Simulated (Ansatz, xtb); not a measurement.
**Relaxing a trial structure of BFH3N2**

The starting geometry of this gas-phase doublet was built from a drawn formula by distance geometry and a force field; its bonds are those of `[NH3+][N-][B]F`.

```xyz
7

B     0.2552   -2.3735   -3.1669
F     0.7906   -2.0036   -4.4731
N    -0.1329   -1.1309   -1.1583
N     0.8106   -1.8394   -1.8994
H    -0.9047   -1.7673   -0.9081
H    -0.4342   -0.3028   -1.7690
H     0.3263   -0.7418   -0.3315
```

Q: Predict what it relaxes into with r2SCAN-D4/def2-SVP.

A: It keeps its bonds, and is `[NH3+][N-][B]F`.

The energy falls by 1.28 eV over 14 steps:

```csv
step,E − E(last) (eV)
1,1.279
2,0.613
4,0.102
5,0.082
7,0.047
8,0.026
10,0.001
11,0.001
13,0.000
14,0.000
```

Final geometry (Å):

```xyz
7

B     0.3182   -2.2321   -3.1539
F     0.9014   -2.6181   -4.2890
N    -0.1348   -1.0597   -1.2124
N     0.7160   -1.1926   -2.3465
H    -0.9055   -1.7716   -1.1955
H    -0.5764   -0.1284   -1.1780
H     0.3920   -1.1568   -0.3310
```

From the same start GFN2-xTB ends elsewhere, in pieces: BFN + H3N.

No frequencies were run, so the end isn't proven a minimum. Open shells are spin-unrestricted. Run with Ansatz 0.2.0, 35 s on 1 thread of Intel(R) Xeon(R) 6975P-C (Granite Rapids), on a shared host.
